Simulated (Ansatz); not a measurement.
Geometry optimisation, RKS PBE0/6-31G (Ansatz).

The input (input.yaml):

```yaml
crystal:
  periodic: [false, false, false]
  atoms:
    - { symbol: Si, position_ang: [0.0, 0.0, 0.0] }
    - { symbol: Si, position_ang: [0.0, 0.0, 2.22] }
    - { symbol: H, position_ang: [-1.3148, -0.4067, 2.7074] }
    - { symbol: H, position_ang: [1.0096, -0.9353, 2.7074] }
    - { symbol: H, position_ang: [0.3052, 1.342, 2.7074] }
    - { symbol: F, position_ang: [1.4994, 0.0, -0.5295] }
    - { symbol: F, position_ang: [-0.7489, 1.2974, -0.5295] }
    - { symbol: F, position_ang: [-0.7489, -1.2974, -0.5295] }
basis:
  gaussian: { orbitals: "6-31G" }
hamiltonian:
  xc: pbe0
relax:
  f_tol: 0.02
  max_steps: 40
```

Launched with:

```bash
$ ansatz run input.yaml --threads 1 --pin off --max-ram 2048MiB --backend cpu --events-out ev --progress --plain --runs-dir out
```

Where does it end, and by what steps?

The run converged. The force dipped under the threshold on the way, but the program's further checks kept it going. Limits of this set-up: no polarisation functions. After 6 steps the energy has fallen by 0.598 eV; F8 moved furthest, 0.24 Å.

```csv
step,energy less start (eV),largest force component (eV/Å),accepted
0,0.0000,2.925,yes
1,-0.4546,2.131,yes
2,-0.5905,0.410,yes
3,-0.5849,0.294,no
4,-0.5970,0.070,yes
5,-0.5980,0.005,yes
6,-0.5982,0.003,yes
```

```xyz
8
Properties=species:S:1:pos:R:3
Si 0.000 0.000 0.005
Si 0.000 0.000 2.335
H -1.410 -0.205 2.789
H 0.883 -1.119 2.789
H 0.527 1.324 2.789
F 1.529 0.205 -0.651
F -0.942 1.222 -0.652
F -0.586 -1.427 -0.652
```

Whether the end is a true minimum wasn't checked by a vibrational analysis.

Time of the run: 33 s on 1 thread of Arm Neoverse N1 (shared host), peak memory 0.13 GiB.
